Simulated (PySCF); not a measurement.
Computed shifts of a molecule C₂H₄F₂Si, B3LYP/pcSseg-1 (PySCF), GIAO, gas phase, atoms alike by connectivity averaged where their shifts nearly agree, in ppm (number of nuclei): ¹³C: 178.8 (1), 118.5 (1). ¹⁹F: -116.4 (1), -236.5 (1). ²⁹Si: -21.8 (1). ¹H: 6.05 (1), 5.75 (1), 5.36 (2). References: ¹³C against TMS (σ = 181.3 ppm); ¹⁹F against CFCl3 (σ = 161.7 ppm); ²⁹Si against TMS (σ = 338.7 ppm); ¹H against TMS (σ = 31.68 ppm), references at their B3LYP-D3(BJ)/def2-TZVP geometries, non-relativistic. Geometry: B3LYP-D3(BJ)/def2-SVP. One conformer was computed; it need not be the lowest.

### Question
Which molecule gave these data?
(A) C=C(F)[SiH2]F
(B) C=C[SiH](F)F
(C) FC(F)=C[SiH3]
(D) F/C=C(/F)[SiH3]

### Answer
A, C=C(F)[SiH2]F
